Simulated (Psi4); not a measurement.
chlorotrifluoromethane (CClF3), singlet, geometry from GFN2-xTB; Psi4 with FNO-CCSD(T)/STO-3G.

Here is a job for Psi4.
```
memory 2 GB

molecule mol {
0 1
F    -0.861346   -0.632540   -1.028742
C    -0.350356   -0.007744    0.018897
F    -0.844074    1.218756    0.050069
F    -0.745765   -0.640392    1.110886
Cl    1.421341    0.031415   -0.076664
}

set {
  basis sto-3g
  reference rhf
}

energy('fno-ccsd(t)')
print_variables()
```

Write the output that Psi4 gives for this input, abridged.


```
   => Loading Basis Set <=

    Name: STO-3G
    Role: ORBITAL
    Keyword: BASIS

         ---------------------------------------------------------
                                   SCF
               by Justin Turney, Rob Parrish, Andy Simmonett
                          and Daniel G. A. Smith
                              RHF Reference
         ---------------------------------------------------------

  ==> Geometry <==

    Molecular point group: c1
    Full point group: C1

    Geometry (in Angstrom), charge = 0, multiplicity = 1:

       Center              X                  Y                   Z               Mass
    ------------   -----------------  -----------------  -----------------  -----------------
         F           -0.851051973447    -0.632312623518    -1.029297458820    18.998403162730
         C           -0.340061973447    -0.007516623518     0.018341541180    12.000000000000
         F           -0.833779973447     1.218983376482     0.049513541180    18.998403162730
         F           -0.735470973447    -0.640164623518     1.110330541180    18.998403162730
         CL           1.431635026553     0.031642376482    -0.077219458820    34.968852682000

  Running in c1 symmetry.

  Rotational constants: A =      0.19326  B =      0.10936  C =      0.10936 [cm^-1]
  Rotational constants: A =   5793.65019  B =   3278.59444  C =   3278.59438 [MHz]
  Nuclear repulsion =  250.095110784405790

  Charge       = 0
  Multiplicity = 1
  Electrons    = 50
  Nalpha       = 25
  Nbeta        = 25

  ==> Algorithm <==

  SCF Algorithm Type is PK.
  DIIS enabled.
  MOM disabled.
  Fractional occupation disabled.
  Guess Type is SAD.
  Energy threshold   = 1.00e-08
  Density threshold  = 1.00e-08
  Integral threshold = 1.00e-12

  ==> Primary Basis <==

  Basis Set: STO-3G
    Blend: STO-3G
    Number of shells: 17
    Number of basis functions: 29
    Number of Cartesian functions: 29
    Spherical Harmonics?: true
    Max angular momentum: 1

  ==> Integral Setup <==

  Using in-core PK algorithm.
   Calculation information:
      Number of atoms:                   5
      Number of AO shells:              17
      Number of primitives:             51
      Number of atomic orbitals:        29
      Number of basis functions:        29

      Integral cutoff                 1.00e-12
      Number of threads:                 1

  Performing in-core PK
  Using 189660 doubles for integral storage.
  We computed 9737 shell quartets total.
[...]
  @RHF Final Energy:  -786.09982740295823
    Total Energy =                       -786.0998274029582262
[...]
 Magnitude           :                                                    0.4202389

 ------------------------------------------------------------------------------------

 MINTS: Wrapper to libmints.
   by Justin Turney

   Calculation information:
      Number of threads:                 1
      Number of atoms:                   5
      Number of AO shells:              17
      Number of SO shells:              17
      Number of primitives:             51
      Number of atomic orbitals:        29
      Number of basis functions:        29

      Number of irreps:                  1
      Integral cutoff                 1.00e-12
      Number of functions per irrep: [  29 ]

 OEINTS: Overlap, kinetic, potential, dipole, and quadrupole integrals
         stored in file 35.

      Computed 84618 non-zero two-electron integrals.
        Stored in file 33.

Traceback (most recent call last):
  File "psi4", line 375, in <module>
  File "<string>", line 26, in <module>
  File "site-packages/psi4/driver/driver.py", line 533, in energy
  File "site-packages/psi4/driver/procrouting/proc.py", line 939, in select_fnoccsd_t_
  File "site-packages/psi4/driver/procrouting/proc.py", line 5712, in run_fnocc

RuntimeError:
Fatal Error: ndocc must be less than nvirt
The most recent 5 function calls were:

psi::PsiException::PsiException(std::__cxx11::basic_string<char, std::char_traits<char>, std::allocator<char> >, char const*, int)

Printing out the relevant lines from the Psithon --> Python processed input file:
    Cl    1.421341    0.031415   -0.076664
    ""","mol")
    core.IO.set_default_namespace("mol")
    core.set_global_option("BASIS", "sto-3g")
    core.set_global_option("REFERENCE", "rhf")
--> energy('fno-ccsd(t)')
    print_variables()

!----------------------------------------------------------------------------------!
!                                                                                  !
! Fatal Error: ndocc must be less than nvirt                                       !
! The most recent 5 function calls were:                                           !
! psi::PsiException::PsiException(std::__cxx11::basic_string<char,                 !
!     std::char_traits<char>, std::allocator<char> >, char const*, int)            !
!                                                                                  !
!----------------------------------------------------------------------------------!
```

The program stopped with an error.
